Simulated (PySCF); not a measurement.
def2 core potentials replace the inner electrons of Sn.

Delta-SCF ions had no search for a lower state. Excitations are Tamm–Dancoff values on a coarser integration grid. The basis has no diffuse functions, so Rydberg states are missing or too high.

Z-matrix (Å, degrees):
```
Sn
O 1 1.9781
C 2 1.4011 1 122.77
H 3 1.1038 2 108.84 1 156.61
H 3 1.1051 4 107.73 2 122.90
H 3 1.1073 4 107.34 5 115.64
O 1 1.9872 2 102.11 3 -31.81
C 7 1.3994 1 121.51 2 158.79
H 8 1.1035 7 108.70 1 -165.53
H 8 1.1069 9 107.46 7 -122.87
H 8 1.1082 9 107.14 10 -115.13
O 1 1.9884 2 109.88 3 79.79
C 12 1.3987 1 121.21 2 -42.00
H 13 1.1037 12 108.80 1 -177.36
H 13 1.1072 14 107.34 12 122.25
H 13 1.1079 14 107.22 15 115.18
C 1 2.1418 2 107.52 3 -161.73
H 17 1.0992 1 106.28 2 149.63
C 17 1.5432 18 112.21 1 -119.13
H 19 1.1006 17 113.89 18 88.48
H 19 1.1038 20 107.13 17 120.59
C 19 1.5254 20 113.67 21 121.10
H 22 1.1003 19 113.10 20 -72.61
H 22 1.1048 23 107.42 19 -121.61
C 22 1.5256 23 113.63 24 -121.71
H 25 1.1000 22 113.46 23 73.09
H 25 1.1031 26 107.20 22 120.80
C 25 1.5362 26 112.43 27 121.31
H 28 1.1002 25 112.52 26 -88.93
H 28 1.1010 29 106.73 25 -120.12
```
Charge 0, spin multiplicity 1.

**Question.** Predict the S1–T1 gap (TDA), S1 oscillator strength, vertical ionisation energy (Delta-SCF), HOMO and S1 excitation (TDA) from PBE0-D3(BJ)/def2-SVP (PySCF).

**Answer.** 
```
Item                                      Result
--------------------------------------  --------
S1–T1 gap (TDA)                          0.57 eV
S1 oscillator strength                     0.007
vertical ionisation energy (Delta-SCF)   8.86 eV
HOMO                                    -7.29 eV
S1 excitation (TDA)                      5.33 eV
```
